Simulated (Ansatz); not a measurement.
`F[SiH2]N[SiH](F)F` → `N[SiH](F)F` + `F[SiH]` at 400 K and 1 bar (silylene formation by 1,1-elimination).

Program: Ansatz. Geometries: PBE0-D4/def2-TZVP. ΔE: electronic, gas phase. CCSD(T)/CBS is the MP2 limit (def2-TZVPP, def2-QZVPP) plus CCSD(T) − MP2 in def2-TZVPP, frozen cores. This one scheme is used for every species. Each species was taken in one conformer, which may not be the lowest.

```csv
species,CCSD(T)/CBS energy (Eh),H − E (kJ/mol),S (J/(mol·K))
`F[SiH2]N[SiH](F)F`,-934.91965,174.3,419.7
`N[SiH](F)F`,-545.34917,133.0,332.9
`F[SiH]`,-389.46371,36.4,250.8
```

H − E and S are ideal-gas, rigid-rotor, harmonic terms from PBE0-D4/def2-TZVP, for one conformer and one mirror image of each species. 1 Eh = 2625.50 kJ/mol, R = 8.31446 J/(mol·K).

Task: By hand: ΔE, ΔH, ΔS and ΔG.

Result: ΔE = (-545.34917) + (-389.46371) − (-934.91965) = 0.10677 Eh = 280.3 kJ/mol. Δ(H − E) = 133.0 + 36.4 − 174.3 = -4.9, so ΔH = 275.4 kJ/mol. ΔS = 332.9 + 250.8 − 419.7 = 164.0 J/(mol·K). ΔG = 275.4 − 400 × (164.0)/1000 = 209.8 kJ/mol.

Task: By hand: the equilibrium constant, and the temperature at which ΔG would vanish if ΔH and ΔS stayed fixed.

Result: log₁₀ K = −ΔG/(RT ln 10) = -27.4. ΔG = 0 at ΔH/ΔS = 1679 K.

The number of gas molecules changes by +1, which sets the sign of ΔS. A doubt of 5 kJ/mol in ΔE shifts log₁₀ K by 0.7 here. Other conformers and mirror images would add mixing entropy, several J/(mol·K) or more a flexible species. Modes under 60 cm⁻¹, often nearly free rotors, make the harmonic entropy too high. These are equilibria of isolated gas molecules and say nothing of rates. Largest T1 diagnostic: 0.015 (customary marks: 0.02 for closed shells, 0.045 for open ones).
